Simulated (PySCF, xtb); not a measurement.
HSi, SMILES [SiH] (connectivity only; charge and spin as stated), charge +1, multiplicity 1.

Harmonic wavenumbers (cm⁻¹) from GFN2-xTB in xtb 6.7.1 at its own minimum, in rising order: 2054.

### Question
What does PBE-D3(BJ)/def2-TZVPD (PySCF) give at its own minimum? (The exact figures need the calculation; the answer reports its results.)

### Answer
2046. Paired by order, the mean absolute difference is 8 cm⁻¹ and the zero-point energies are 2.9 and 2.9 kcal/mol.
